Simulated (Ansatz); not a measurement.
Start from `N#C[SiH](F)Cl` and change one atom or group to get `F[SiH](Cl)[NH][GeH3]`.

Ansatz, PBE0-D4/def2-TZVP geometries, multiplicity 1. Each molecule was computed in one conformer, which needn't be the lowest.

Scalar relativity is left out up to krypton.

```json
{"property": "HOMO energy (ωB97M-V/def2-TZVPP) / eV", "`N#C[SiH](F)Cl`": "-12.42"}
{"property": "LUMO energy (B3LYP/def2-TZVPP) / eV", "`N#C[SiH](F)Cl`": "-1.69"}
{"property": "HOMO energy (B3LYP/def2-TZVPP) / eV", "`N#C[SiH](F)Cl`": "-9.87"}
{"property": "LUMO energy (PBE/def2-TZVPP) / eV", "`N#C[SiH](F)Cl`": "-2.44"}
{"property": "HOMO–LUMO gap (PBE0/def2-TZVPP) / eV", "`N#C[SiH](F)Cl`": "8.66"}
{"property": "HOMO–LUMO gap (PBE/def2-TZVPP) / eV", "`N#C[SiH](F)Cl`": "6.21"}
```

(1) Give the same properties after the change, and the shifts. (Estimate.)

Answers

(1) Ansatz gave: 
| property | `F[SiH](Cl)[NH][GeH3]` | shift |
| --- | --- | --- |
| HOMO energy (ωB97M-V/def2-TZVPP) / eV | -10.36 | 2.06 |
| LUMO energy (B3LYP/def2-TZVPP) / eV | -0.18 | 1.51 |
| HOMO energy (B3LYP/def2-TZVPP) / eV | -7.80 | 2.07 |
| LUMO energy (PBE/def2-TZVPP) / eV | -0.78 | 1.66 |
| HOMO–LUMO gap (PBE0/def2-TZVPP) / eV | 8.12 | -0.54 |
| HOMO–LUMO gap (PBE/def2-TZVPP) / eV | 5.88 | -0.33 |

With PBE0 the HOMO rises by 2.08 eV and the LUMO rises by 1.54 eV, so the gap narrows by about 0.54 eV. PBE moves the HOMO by 1.99 eV and ωB97M-V by 2.06 eV.

B3LYP here is the variant with VWN-RPA as its local correlation; programs differ in this.
